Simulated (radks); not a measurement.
Ir5+, configuration [Xe] 4f14 5d4.

Method: Dirac Kohn-Sham, PBEsol, spin-unpolarised, spherical densities, finite nucleus; open shells fill j = l - 1/2 first; Fermi nuclear charge, rms radius 5.4032 fm; computed with a radial shooting solver on a logarithmic mesh with Libxc functionals.

Energy parts (eV):
| part | energy |
|---|---|
| total | -485554.05 |
| kinetic | 552982.12 |
| electron-nucleus | -1213950.23 |
| Hartree | 184712.28 |
| exchange-correlation | -9298.22 |

Orbitals (lengths in bohr, moments of r in powers of bohr; r(max) is where P^2 peaks):
orbital  occ.  eigenvalue (eV)   r(max)
1s1/2       2        -76019.72  0.01082
2s1/2       2        -13342.49  0.06253
2p1/2       2        -12788.61  0.04621
2p3/2       4        -11162.04  0.05337
3s1/2       2        -3168.980   0.1760
3p1/2       2        -2919.837   0.1644
3p3/2       4        -2563.711   0.1790
3d3/2       4        -2145.937   0.1397
3d5/2       6        -2068.940   0.1437
4s1/2       2        -725.5471   0.3978
4p1/2       2        -620.2881   0.3965
4p3/2       4        -535.9518   0.4269
4d3/2       4        -362.9860   0.4211
4d5/2       6        -347.3244   0.4306
4f5/2       6        -127.1717   0.3923
4f7/2       8        -124.0398   0.3970
5s1/2       2        -160.1279   0.8892
5p1/2       2        -126.5052   0.9420
5p3/2       4        -112.2269    1.019
5d3/2       4         -65.6128    1.215
5d5/2       0         -63.8840    1.245

The highest occupied level is 5d3/2 at -65.613 eV. Summed over all electrons, <r^2> = 29.45 bohr^2, which gives a Langevin (diamagnetic) susceptibility term of -23.3 x 10^-6 cm^3/mol. The density falls to 0.001 e/bohr^3 at r = 2.97 bohr.
